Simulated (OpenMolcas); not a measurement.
An OpenMolcas run meant for Hg⁺ (ANO-R2, X2C; inactive shells 1s 2s 2p 3s 3p 3d 4s 4p 4d 4f 5s 5p 5d; intended active space 1 electron in 4 orbitals (6s 6p)). One step of its input:

```
&CASPT2
Multistate=1 1
Frozen=15 19
IPEA=0.25
Imaginary=5.0
MaxIter=60
WThr=0.0 0.3 0.05
PrWF=0.5
NoMix
```

The run finished. Its levels beside those of a sound run (SS-CASPT2, IPEA 0.25 Eh, imaginary shift 0.1 Eh (closed shells correlated: 5d)), in cm-1 above each run's lowest level:

```json
{"Level": "6s 2S 1/2", "This run": "0.0", "Usual run": "0.0"}
{"Level": "6p 2P* 1/2", "This run": "60293", "Usual run": "61256"}
{"Level": "6p 2P* 3/2", "This run": "72026", "Usual run": "72989"}
```

Task: Which setting is unsound, and how much does it matter here?

Result: The level shift is far above the usual 0.1 to 0.3 hartree and damps the second-order energy. Against the sound run the excited levels shown move by 960 cm-1 on average and by 960 cm-1 at most.

Spin-orbit splittings of 6p shells tend to come out small when the coupling is added on scalar orbitals. With one active electron, CASPT2 adds the correlation within the correlated inactive shells and between them and that electron, and leaves the splitting within a term as the reference gives it. The ANO-R sets hold no well-fitted valence p shell for this element, so s → p excitations can come out far too high. Levels of configurations outside the active space are missing.

* marks odd parity.
